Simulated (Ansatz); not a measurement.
Reaction (cleavage of the Ge–Al bond): `[Cl][AlH][GeH3]` + `N[SiH](O)F` → `O[SiH](F)[NH][GeH3]` + `[AlH2][Cl]`

Computed with Ansatz on PBE0-D4/def2-TZVP structures; ΔE is electronic, products minus reactants. CCSD(T)/CBS is the MP2 limit (def2-TZVPP, def2-QZVPP) plus CCSD(T) − MP2 in def2-TZVPP, frozen cores. This one scheme is used for every species. Functionals use def2-TZVPP. B3LYP here is the variant with VWN-RPA as its local correlation; programs differ in this. For Ge outer-core shells are correlated without core-valence functions, which leaves a few kJ/mol of doubt a bond. Scalar relativity is left out up to krypton. Each species was taken in one conformer, which may not be the lowest.

| level | ΔE (kcal/mol) | difference from CCSD(T)/CBS |
| --- | --- | --- |
| revPBE-D4 | 7.5 | 2.1 |
| B3LYP-D4 | 5.7 | 0.3 |
| ωB97X-V | 4.6 | -0.8 |
| ωB97M-V | 5.0 | -0.4 |
| PBE | 9.8 | 4.4 |
| B3LYP | 7.0 | 1.6 |
| r2SCAN0 | 7.0 | 1.6 |
| MP2/def2-SVP | 1.2 | -4.2 |
| CCSD/def2-TZVPP | 4.4 | -1.0 |
| CCSD(T)/def2-TZVPP | 4.4 | -1.0 |
| CCSD(T)/CBS | 5.4 | 0 |

Largest T1 diagnostic among the species: 0.012.

From BLYP to BHLYP (50 % exact exchange), in def2-TZVPP and without D4, ΔE moves by −2.5 kcal/mol. In def2-TZVPP, CCSD(T) changes the Hartree–Fock value by +2.2 kcal/mol (the triples alone add +0.1 kcal/mol) and MP2 by +1.0 kcal/mol.
